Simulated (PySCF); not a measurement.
Solvent effects on NMR parameters

Geometry:
| atom | x (Å) | y (Å) | z (Å) |
| --- | --- | --- | --- |
| C1 | -0.201 | 2.121 | -0.872 |
| C2 | 0.728 | 1.097 | -0.269 |
| P3 | 2.424 | 1.506 | -0.426 |
| C4 | 3.257 | 0.193 | 0.342 |
| C5 | 2.711 | -0.925 | 0.950 |
| P6 | 1.039 | -1.354 | 1.120 |
| C7 | 0.176 | -0.046 | 0.332 |
| C8 | -1.317 | -0.168 | 0.341 |
| C9 | -2.048 | -0.747 | -0.846 |
| C10 | -2.032 | -1.481 | 0.458 |
| H11 | -0.838 | 2.582 | -0.101 |
| H12 | -0.877 | 1.657 | -1.607 |
| H13 | 0.357 | 2.926 | -1.371 |
| H14 | 4.351 | 0.283 | 0.337 |
| H15 | 3.408 | -1.648 | 1.394 |
| H16 | -1.819 | 0.683 | 0.816 |
| H17 | -2.972 | -0.260 | -1.170 |
| H18 | -1.437 | -1.148 | -1.659 |
| H19 | -2.946 | -1.507 | 1.056 |
| H20 | -1.431 | -2.392 | 0.523 |

GIAO PBE0/pcSseg-1 in PySCF on one PBE0-D3(BJ)/def2-SVP conformer, non-relativistic, equivalent nuclei averaged. Solvents enter as an IEF-PCM continuum (acetone with ε = 20.5, water with ε = 78.4) around the gas-phase geometry. Shifts are referred to TMS computed in the same medium.

Gas phase, δ in ppm: C7 185.5, C2 182.5, C5 165.6, C4 165.4, C1 27.4, C8 21.4, C9/C10 8.5, H15 9.32, H14 9.25, H11/H12/H13 2.97, H16 1.96, H17/H19 1.09, H18/H20 1.02. Dipole moment 1.20 D.

**Question.** How does each δ change in the continuum?

**Answer.** 
```csv
atoms,environment,"Δδ, acetone","Δδ, water"
C7,substituted aromatic carbon,+3.0,+3.2
C2,substituted aromatic carbon,+3.1,+3.3
C5,aromatic CH,+1.7,+1.8
C4,aromatic CH,+1.7,+1.8
C1,methyl carbon on an aromatic ring,+1.1,+1.1
C8,three-membered-ring carbon,+0.9,+1.0
C9/C10,three-membered-ring carbon,+0.6,+0.7
H15,hydrogen on an aromatic CH,+0.21,+0.22
H14,hydrogen on an aromatic CH,+0.21,+0.23
H11/H12/H13,hydrogen on a methyl carbon on an aromatic ring,+0.10,+0.11
H16,hydrogen on a three-membered-ring carbon,+0.22,+0.24
H17/H19,hydrogen on a three-membered-ring carbon,+0.15,+0.16
H18/H20,hydrogen on a three-membered-ring carbon,-0.02,-0.02
```

Changes are relative to the gas phase. The dipole moment becomes 1.63 D in acetone, 1.66 D in water.

**Question.** Which nuclei move most (in ppm), and what does the model miss?

**Answer.** C2 (substituted aromatic carbon, +3.3 ppm) in water. A continuum only polarises the solute; specific hydrogen bonds, the anisotropy of aromatic solvents and changes of geometry or conformer are outside it.
